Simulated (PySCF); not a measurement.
Species: H9OPSi3.
Bonds: Si1–Si2, Si2–O3, O3–Si4, Si4–P5. Hydrogens: H6, H7, H8 on Si1; H9, H10 on Si2; H11, H12 on Si4; H13, H14 on P5.

Computed by this run: PBE0-D3(BJ)/def2-SVP geometry optimisation, gas phase (PySCF); density fitting, grid level 1; the optimiser is geomeTRIC in internal coordinates, started from a GFN2-xTB structure with every atom displaced at random (about 0.01 Å).

At the end of the run (lengths in Å): P5–H14 1.429, Si1–Si2 2.348, P5–H13 1.429, Si1–H8 1.496, Si2–O3 1.669, Si4–P5 2.266, Si4–H11 1.491, Si2–O3–Si4 139.9°, Si1–Si2–O3 110.3°, O3–Si4–P5 108.4°, Si1–Si2–O3–Si4 71°, Si2–O3–Si4–P5 9°, H6–Si1–Si2–O3 -177°, H9–Si2–Si1–H6 64°.

Problem. These geometries were met on the way; a selection of coordinates is given. Order them by energy above the end point, lowest first.
A. P5–H14 1.427, Si1–Si2 2.352, P5–H13 1.427, Si1–H8 1.495, Si2–O3 1.668, Si4–P5 2.263, Si4–H11 1.492, Si2–O3–Si4 142.6°, Si1–Si2–O3 108.2°, O3–Si4–P5 107.9°, Si1–Si2–O3–Si4 109°, Si2–O3–Si4–P5 2°, H6–Si1–Si2–O3 149°, H9–Si2–Si1–H6 30°
B. P5–H14 1.363, Si1–Si2 2.285, P5–H13 1.382, Si1–H8 1.450, Si2–O3 1.623, Si4–P5 2.223, Si4–H11 1.454, Si2–O3–Si4 156.8°, Si1–Si2–O3 106.3°, O3–Si4–P5 108.1°, Si1–Si2–O3–Si4 110°, Si2–O3–Si4–P5 -17°, H6–Si1–Si2–O3 129°, H9–Si2–Si1–H6 15°
C. P5–H14 1.437, Si1–Si2 2.344, P5–H13 1.433, Si1–H8 1.492, Si2–O3 1.666, Si4–P5 2.258, Si4–H11 1.491, Si2–O3–Si4 156.7°, Si1–Si2–O3 108.3°, O3–Si4–P5 108.4°, Si1–Si2–O3–Si4 110°, Si2–O3–Si4–P5 -17°, H6–Si1–Si2–O3 128°, H9–Si2–Si1–H6 9°
D. P5–H14 1.428, Si1–Si2 2.349, P5–H13 1.428, Si1–H8 1.495, Si2–O3 1.665, Si4–P5 2.264, Si4–H11 1.492, Si2–O3–Si4 144.4°, Si1–Si2–O3 108.1°, O3–Si4–P5 108.0°, Si1–Si2–O3–Si4 101°, Si2–O3–Si4–P5 10°, H6–Si1–Si2–O3 169°, H9–Si2–Si1–H6 50°
E. P5–H14 1.430, Si1–Si2 2.348, P5–H13 1.429, Si1–H8 1.495, Si2–O3 1.668, Si4–P5 2.266, Si4–H11 1.491, Si2–O3–Si4 140.9°, Si1–Si2–O3 109.8°, O3–Si4–P5 109.0°, Si1–Si2–O3–Si4 82°, Si2–O3–Si4–P5 13°, H6–Si1–Si2–O3 -174°, H9–Si2–Si1–H6 67°

Solution. E (0.006 eV), D (0.021 eV), A (0.044 eV), C (0.083 eV), B (0.438 eV).

```tsv
step	E above end (eV)	rms distance from the end, all atoms (Å)	largest force (eV/Å)	rms shift of all bonds from the end (Å)
17	0.006	0.248	0.055	0.001
13	0.021	0.502	0.081	0.002
10	0.044	0.587	0.131	0.002
1	0.083	0.759	0.390	0.004
0	0.438	0.743	1.707	0.039
```

Rows stand in the order of the answer.
